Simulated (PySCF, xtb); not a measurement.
Al(OH)(SH)2 (AlH₃OS₂), SMILES [SH][Al]([SH])[OH]. One conformer was computed; it need not be the lowest.

Harmonic wavenumbers (cm⁻¹) from GFN2-xTB run with xtb at its own minimum, in rising order: 110, 152, 159, 186, 204, 366, 393, 466, 522, 554, 593, 910, 2392, 2441, 3771.

Question: What does PySCF with B3LYP-D3(BJ)/def2-SVP give at its own minimum? (Estimate from the structure and the level; the computed values follow.)

Answer: 125, 141, 188, 207, 244, 290, 396, 507, 564, 645, 672, 897, 2666, 2668, 3935. Paired by order, the mean absolute difference is 75 cm⁻¹ and the zero-point energies are 18.9 and 20.2 kcal/mol.
